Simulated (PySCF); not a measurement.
Species: C8H13N.
Atom-mapped SMILES: `[CH3:1]/[CH:2]=[C:3](/[CH3:4])[C@H:5]1[CH:6]=[CH:7][CH2:8][NH:9]1` (hydrogens: H10, H11, H12 on C1; H13 on C2; H14, H15, H16 on C4; H17 on C5; H18 on C6; H19 on C7; H20, H21 on C8; H22 on N9)

Method: PBE0-D3(BJ)/def2-SVP geometry optimisation, gas phase in PySCF 2.14.0.

Entries marked ? are missing. Bonds in one row agree within 0.01 Å.

```
            coordinate    value
                 C1–C2  1.496 Å
                 C2=C3        ?
                 C3–C4  1.500 Å
                 C3–C5        ?
                 C5–C6  1.509 Å
                 C6=C7  1.334 Å
                 C7–C8  1.500 Å
                 C8–N9        ?
                 C5–N9        ?
C1–H10, C1–H11, C1–H12  1.101 Å
                C2–H13  1.097 Å
C4–H14, C4–H15, C4–H16  1.102 Å
                C5–H17  1.111 Å
                C6–H18  1.091 Å
                C7–H19  1.092 Å
                C8–H20  1.110 Å
                C8–H21  1.109 Å
                N9–H22  1.012 Å
              C1–C2–C3        ?
              C2–C3–C4   121.0°
              C2–C3–C5   124.5°
              C4–C3–C5   114.5°
              C3–C5–C6   113.7°
              C3–C5–N9   115.7°
              C6–C5–N9   103.2°
              C5–C6–C7   111.0°
              C6–C7–C8        ?
              C7–C8–N9        ?
              C5–N9–C8   111.1°
```

Problem. Fill in the missing values.

Solution. 
- C2=C3 = 1.343 Å, drawn double (alkene CH carbon to fully substituted alkene carbon); 0.12 Å below the sum of covalent radii, 1.46 Å.
- C3–C5 = 1.526 Å, drawn single (fully substituted alkene carbon to sp3 carbon bound to nitrogen); 0.04 Å above the sum of covalent radii, 1.49 Å.
- C8–N9 = 1.454 Å, drawn single (sp3 carbon bound to nitrogen to secondary amine nitrogen); 0.02 Å below the sum of covalent radii, 1.47 Å.
- C5–N9 = 1.461 Å, drawn single (sp3 carbon bound to nitrogen to secondary amine nitrogen); 0.01 Å below the sum of covalent radii, 1.47 Å.
- C1–C2–C3 = 128.3°, at the alkene CH carbon; the outer atoms are 2.555 Å apart.
- C6–C7–C8 = 110.7°, at the alkene CH carbon, inside a 5-membered ring; the outer atoms are 2.333 Å apart.
- C7–C8–N9 = 103.9°, at the sp3 carbon bound to nitrogen, inside a 5-membered ring; the outer atoms are 2.327 Å apart.

Radii are Cordero's, carbon taken as 0.76, 0.73 or 0.69 Å for four, three, and two or fewer neighbours.

No frequency check. One conformer, not necessarily the lowest (C2–C3–C5–C6 -71°).
